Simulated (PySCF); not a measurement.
dimethoxyethane (C₄H₁₀O₂), singlet, geometry from GFN2-xTB. Base run: DF-M06/cc-pVDZ run with PySCF.

Input for PySCF:
```python
from pyscf import gto, scf, dft

mol = gto.Mole()
mol.atom = '''
    C     2.72391810    0.61849359   -0.04828470
    O     1.46799295    0.22528122    0.43744296
    C     0.73171646   -0.53298279   -0.49139705
    C    -0.66329302   -0.78508739    0.06805032
    O    -1.49517989    0.29843247   -0.26923304
    C    -2.76725385    0.21630168    0.31640991
    H     3.34489932   -0.25195343   -0.29834656
    H     3.20104761    1.18758433    0.74676361
    H     2.62728334    1.24803258   -0.94164979
    H     1.24064897   -1.49173030   -0.68129414
    H     0.63663919    0.00913888   -1.44304535
    H    -1.07400645   -1.71837604   -0.34974959
    H    -0.59087972   -0.89062330    1.15992421
    H    -3.29594577   -0.69105971   -0.00453680
    H    -2.70325538    0.21544940    1.41170086
    H    -3.31946172    1.09347742   -0.01411672
'''
mol.basis = 'cc-pvdz'
mol.verbose = 4
mol.build()

mf = dft.RKS(mol)
mf.xc = 'm06'
mf = mf.density_fit(auxbasis='def2-universal-jkfit')
mf.kernel()
mf.analyze()
```

All variants below ran on the same shared machine, one core each. Differences are taken from the largest grid of the series, which the next largest meets within 10 µEh (grids.level = 7: -308.658882 Eh). The cheapest run took around 11 core-seconds (rough).

```json
[
 {"setting": "grids.atom_grid = (30, 110)", "grid points": "39408", "cost, times the cheapest (rough)": "1", "difference in total energy (µEh)": "-1200"},
 {"setting": "grids.level = 1", "grid points": "55800", "cost, times the cheapest (rough)": "1", "difference in total energy (µEh)": "-824"},
 {"setting": "grids.prune = dft.gen_grid.sg1_prune", "grid points": "81224", "cost, times the cheapest (rough)": "2", "difference in total energy (µEh)": "281"},
 {"setting": "grids.prune = dft.gen_grid.treutler_prune", "grid points": "156800", "cost, times the cheapest (rough)": "3", "difference in total energy (µEh)": "175"},
 {"setting": "base", "grid points": "182720", "cost, times the cheapest (rough)": "3", "difference in total energy (µEh)": "-45"},
 {"setting": "grids.prune = off", "grid points": "286904", "cost, times the cheapest (rough)": "6", "difference in total energy (µEh)": "-46"},
 {"setting": "grids.level = 4", "grid points": "328032", "cost, times the cheapest (rough)": "6", "difference in total energy (µEh)": "-4"},
 {"setting": "grids.level = 5", "grid points": "493272", "cost, times the cheapest (rough)": "9", "difference in total energy (µEh)": "0"},
 {"setting": "grids.level = 7", "grid points": "1021120", "cost, times the cheapest (rough)": "20", "difference in total energy (µEh)": "reference"}
]
```

Times come from a shared machine, hold the start-up and are rough.
